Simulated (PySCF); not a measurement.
C3H7BO2, SMILES CB(OC)C=O.

Geometry: PBE-D3(BJ)/def2-SVP. This is a generated structure with no PubChem entry under its InChIKey; it may be hypothetical. The values are those of a single conformer.

Level of theory: PBE-D3(BJ)/def2-SVP run with PySCF.

No scaling factor is applied to the harmonic values.

Computed harmonic wavenumbers and intensities:
```tsv
mode	ν (cm⁻¹)	IR (km/mol)	moving atoms (share of kinetic energy)
1	41	0.1	H 92 %
2	76	3.4	H 36 %, O 31 %, C 28 %
3	109	0.5	H 86 %, O 8 %
4	176	6.5	O 39 %, C 31 %, H 18 %, B 12 %
5	211	6.5	O 38 %, H 33 %, C 25 %
6	223	2.1	C 56 %, H 35 %, O 8 %
7	395	3.2	O 46 %, C 40 %, H 13 %
8	406	3.1	B 44 %, H 42 %, O 14 %
9	507	12.8	O 46 %, H 23 %, C 19 %, B 12 %
10	704	6.6	C 68 %, H 23 %, O 9 %
11	739	9.5	H 67 %, C 23 %, B 8 %
12	821	18.8	H 57 %, C 30 %, O 12 %
13	946	8.5	H 44 %, C 32 %, B 22 %
14	1025	12.5	C 42 %, O 32 %, B 15 %, H 11 %
15	1125	0.2	H 75 %, C 20 %
16	1132	15.7	H 45 %, B 42 %, C 11 %
17	1150	9.7	H 61 %, C 18 %, B 16 %
18	1260	110.8	H 56 %, C 24 %, B 13 %
19	1328	51.4	H 62 %, C 16 %, O 11 %, B 11 %
20	1369	75.9	H 81 %, C 8 %
21	1376	85.8	H 69 %, B 16 %, C 9 %
22	1394	2.6	H 96 %
23	1409	1.6	H 95 %
24	1425	11.7	H 97 %
25	1455	92.7	H 51 %, B 27 %, O 17 %
26	1734	76.1	C 60 %, O 39 %
27	2707	203.7	H 92 %
28	2954	38.5	H 97 %
29	2960	0.5	H 97 %
30	3033	10.5	H 91 %, C 9 %
31	3039	14.1	H 90 %, C 10 %
32	3074	18.3	H 90 %, C 10 %
33	3083	3.9	H 91 %, C 9 %
```
